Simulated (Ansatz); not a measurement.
`[SiH3][NH][GeH3]` + `N[SiH2][SiH3]` → `[SiH3][SiH2][NH][GeH3]` + `N[SiH3]`  (ligand exchange at a Ge–N bond)

Program: Ansatz. Geometries: PBE0-D4/def2-TZVP. ΔE: electronic, gas phase. CCSD(T)/CBS adds triple-zeta CCSD(T) − MP2 to the extrapolated MP2 energy (def2 sets, frozen cores). This one scheme is used for every species. DFT in def2-TZVPP. For Ge outer-core shells are correlated without core-valence functions, which leaves a few kJ/mol of doubt a bond. Scalar relativity is left out up to krypton. Each species was taken in one conformer, which may not be the lowest.

```tsv
level	ΔE (kcal/mol)
PBE-D4	-0.3
CCSD/CBS(def2)	-0.2
```

(1) What does CCSD(T)/CBS give? (An estimate is asked.)

Largest T1 diagnostic among the species: 0.012.

## Answers

(1) Computed: -0.3 kcal/mol. The listed levels differ from it by 0.0, 0.1 kcal/mol.

Leaving LDA and LC-ωPBE aside and taking each functional with its dispersion term where it has one, the values, not all of them listed here, spread over 0.3 kcal/mol, from BLYP-D4 to ωB97X-V.
